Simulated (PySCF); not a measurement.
C₂H₅ClOSi₂, SMILES O[SiH2]C#C[SiH2]Cl.

Geometry optimised at B3LYP-D3(BJ)/def2-SVP. This is a generated structure with no PubChem entry under its InChIKey; it may be hypothetical. The values are those of a single conformer.

Method: TDDFT-LC-ωPBE/def2-SVPD run with PySCF 2.14.0.

Vertical excitations. The molecule is in vacuum.

```tsv
state	energy (eV)	λ (nm)	f	main pairs
S1	5.39	230	0.000	HOMO→LUMO 53 %, HOMO−1→LUMO+1 11 %, HOMO−1→LUMO 10 %
S2	5.76	215	0.003	HOMO−1→LUMO 40 %, HOMO→LUMO+1 34 %
S3	5.83	213	0.003	HOMO−1→LUMO+1 55 %, HOMO→LUMO 15 %
S4	7.56	164	0.021	HOMO−2→LUMO 29 %, HOMO−3→LUMO 19 %, HOMO−2→LUMO+1 9 %, HOMO−3→LUMO+1 6 %
S5	7.57	164	0.029	HOMO−2→LUMO 24 %, HOMO−3→LUMO 22 %, HOMO−4→LUMO+1 8 %, HOMO−1→LUMO 7 %
S6	7.77	160	0.094	HOMO−4→LUMO 38 %, HOMO−3→LUMO+1 20 %, HOMO−3→LUMO 13 %
S7	8.05	154	1.355	HOMO→LUMO+1 38 %, HOMO−1→LUMO 29 %, HOMO−1→LUMO+1 9 %, HOMO−3→LUMO 6 %
S8	8.28	150	0.014	HOMO−5→LUMO 28 %, HOMO−5→LUMO+1 22 %, HOMO−3→LUMO+1 10 %, HOMO−4→LUMO+1 10 %
S9	8.50	146	0.040	HOMO−3→LUMO+1 21 %, HOMO−4→LUMO 17 %, HOMO−5→LUMO 11 %, HOMO−4→LUMO+1 9 %
S10	8.54	145	0.005	HOMO→LUMO+2 59 %, HOMO−1→LUMO+2 11 %
T1	4.35	285	0	HOMO−1→LUMO 33 %, HOMO→LUMO+1 22 %, HOMO→LUMO 9 %
T2	4.80	258	0	HOMO→LUMO 43 %, HOMO−1→LUMO+1 22 %
T3	4.83	257	0	HOMO→LUMO+1 39 %, HOMO−1→LUMO 27 %
T4	5.51	225	0	HOMO−1→LUMO+1 43 %, HOMO→LUMO 21 %, HOMO→LUMO+1 9 %
```
Triplets are in the Tamm–Dancoff approximation, which puts them higher than full response would, so one can lie above its singlet here.
